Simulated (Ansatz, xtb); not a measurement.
# C3H6BN: which of two structures lies lower

We compare a, `BCC#CN`, a singlet, with b, a singlet given by its coordinates. Both are isolated molecules in the gas phase, relaxed with PBE0-D3(BJ)/def2-SVP; the shapes shown needn't be the lowest conformers.

a (Å):

```xyz
11

C    -0.4594    1.3167    0.3420
C    -1.4704    0.3941   -0.1401
C    -2.3050   -0.3758   -0.5731
B     1.0325    1.0372   -0.0201
N    -3.2416   -1.1934   -1.0926
H     1.4016   -0.0423   -0.4179
H     1.8487    1.9084    0.1802
H    -0.7185    2.3741    0.1510
H    -0.3709    1.2707    1.4561
H    -4.0509   -1.3590   -0.5032
H    -2.8896   -2.0524   -1.5024
```

b (Å):

```xyz
11

C    -1.0814    0.7128    0.2598
C    -2.3789    0.1739   -0.0262
C    -3.4719   -0.2959   -0.2641
B     0.2515   -0.1622    0.3065
N    -0.1564    0.7786   -0.9162
H     0.1699   -1.3368    0.0394
H     1.1798    0.2747    0.9468
H    -1.0988    1.6631    0.8043
H    -0.5225    0.3685   -1.7713
H     0.2982    1.6722   -1.0792
H    -4.4370   -0.7234   -0.4622
```

Close contacts (Å): C1–C2 1.43, C1–B4 1.60, C1–N5 1.50, C2–C3 1.21, B4–N5 1.60, C1–H8 1.10, C3–H11 1.07, B4–H6 1.21, B4–H7 1.21, N5–H9 1.02, N5–H10 1.02.

Energies in hartree; the thermal terms are from PBE0-D3(BJ)/def2-SVP harmonic frequencies (ideal gas, rigid rotor, one conformer each, 298.15 K, 1 atm) and include the zero-point energy:

|  | a | b |
| --- | --- | --- |
| E, CCSD(T)/def2-SVP | −196.702092 | −196.722034 |
| E, MP2/def2-SVP | −196.632247 | −196.653399 |
| E, MP2/def2-TZVPP | −196.994868 | −197.014774 |
| zero-point energy | 0.083280 | 0.086993 |
| H(298 K) − E | 0.091228 | 0.093344 |
| G(298 K) − E | 0.053492 | 0.059128 |

Problem. Correct the CCSD(T) difference for the basis set by the MP2 change, then work out ΔE, ΔE₀, ΔH and ΔG for a → b in kJ/mol (1 Eh = 2625.50 kJ/mol) and the equilibrium ratio [b]/[a].

Solution. 1. Differences b − a: CCSD(T) −0.019942, MP2 in the small set −0.021152, MP2 in the large set −0.019906 Eh.
2. ΔE = −0.019942 + (−0.019906 − (−0.021152)) = −0.018696 Eh = −49.09 kJ/mol.
3. ΔE₀ = ΔE + ΔZPE = −0.018696 + (+0.003713) Eh = −39.34 kJ/mol.
4. ΔH = ΔE + (+0.002116) Eh = −43.53 kJ/mol.
5. ΔG = ΔE + (+0.005636) Eh = −34.29 kJ/mol, so ΔS = (ΔH − ΔG)/T = −31.0 J/(mol K).
6. kT = 0.9442 mEh, so K = [b]/[a] = exp(−ΔG/kT) = exp(+13.83) ≈ 1.0 × 10^6.

Structure b is favoured at this temperature. An error of 4 kJ/mol in ΔG would change K by a factor of 5. Mirror images and further conformers aren't counted.

Other levels gave ΔE = −23.6 (GFN2-xTB); −52.8 (HF/STO-3G, GFN2-xTB geometries); −43.9 (r2SCAN-D4/def2-SVP, GFN2-xTB geometries); −42.2 (PBE0-D3(BJ)/def2-SVP); −5.6 (HF/def2-SVP); −55.5 (MP2/def2-SVP); −52.4 (CCSD(T)/def2-SVP) kJ/mol. The correlated steps freeze 5 core orbitals. Programs: Ansatz 0.2.0, xtb 6.7.1.
